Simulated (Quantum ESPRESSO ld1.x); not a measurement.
Values are calculated unless marked as measured or tabulated.
Species: W II. Configuration: [Xe] 4f14 5d4 6s1. Code: ld1.x of Quantum ESPRESSO 7.5. Model: non-relativistic Kohn-Sham, LDA (Slater exchange, Perdew-Zunger correlation), spin-polarised, spherical densities, point nucleus; open shells are filled with parallel spins first; relativity is left out, which matters for an element this heavy.

Normalised radial functions P(r) = r R(r), r in bohr:

r           4f up
0.0007895  0.0000
0.001256   0.0000
0.001981   0.0000
0.003151   0.0000
0.005011   0.0000
0.007907   0.0000
0.01257    0.0002
0.02       0.0010
0.03155    0.0050
0.05018    0.0237
0.07918    0.0935
0.1259     0.3042
0.2003     0.7366
0.316      1.2111
0.5025     1.2813
0.7929     0.8616
1.261      0.3571
2.006      0.0829
3.164      0.0091
5.033      0.0003
8.004      0.0000

4f up: eigenvalue -49.240 eV, 0 radial nodes, <r> = 0.590 bohr, 90 % of the charge inside 0.973 bohr.
